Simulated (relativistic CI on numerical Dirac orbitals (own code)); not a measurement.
## Hyperfine structure of Tb²⁴⁺, mass number 159

Method of calculation: Dirac-Coulomb-Breit CI, KLI orbitals optimised for each configuration, QED by a radiative potential, unscaled Slater integrals (own radial code, finite nucleus).

Configuration list (outside the closed core [Ar] 3d10): 4s2 4p6 4d5, 4s2 4p5 4d6, 4s2 4p6 4d4 4f, 4s 4p6 4d5 4f, 4p6 4d7, 4p5 4d8, 4s2 4p6 4d3 5s2, 4s2 4p6 4d2 4f 5s2, 4s 4p6 4d3 4f 5s2. Double excitations out of closed p, d and f shells are left out; levels of such configurations are missing from the list, as are those of other unlisted configurations, and high levels can miss mixing partners.

Nuclear spin I = 3/2, μ = 2.009 μN, Q = 1.432 b (tables of Stone and Pyykkö). The electronic factors are computed for point nuclear moments, without core polarisation or the Bohr-Weisskopf and QED corrections.

```json
{"Level": "4s2 4p6 4d5 4G_11/2", "E (cm⁻¹)": "83274.9", "A (MHz)": "9980", "B (MHz)": "-364"}
{"Level": "4s2 4p6 4d5 4G_9/2", "E (cm⁻¹)": "91490.7", "A (MHz)": "9031", "B (MHz)": "12300"}
{"Level": "4s2 4p6 4d5 4P_1/2", "E (cm⁻¹)": "99402.1", "A (MHz)": "-3266", "B (MHz)": ""}
{"Level": "4s2 4p6 4d5 2I_11/2", "E (cm⁻¹)": "137366.8", "A (MHz)": "10270", "B (MHz)": "731"}
{"Level": "4s2 4p6 4d5 2D_3/2", "E (cm⁻¹)": "137558.8", "A (MHz)": "16980", "B (MHz)": "-11200"}
```

Levels with J = 0, under 50 % of one LS term, or S terms without an open s electron are left out. Small factors come from cancelling terms and can be off by tens of per cent or more.

At this charge energies of transitions that change n are usually good to better than 1 %, and those within a shell (Δn = 0) to a few per cent. Terms inside the open d or f shell come out 10 to 20 % too wide with unscaled integrals.

Q: Give the hyperfine levels of 4s2 4p6 4d5 4G_11/2 relative to its centre of gravity.

A: With K = F(F + 1) − I(I + 1) − J(J + 1), E = AK/2 + B[¾K(K + 1) − I(I + 1)J(J + 1)]/[2I(2I − 1)J(2J − 1)]: F = 4: -97460, F = 5: -47320, F = 6: 12620, F = 7: 82240 MHz.

LS names give the leading component of a level, which can be under half, so a name can repeat, a term be missing and a line seem to break the LS rules.
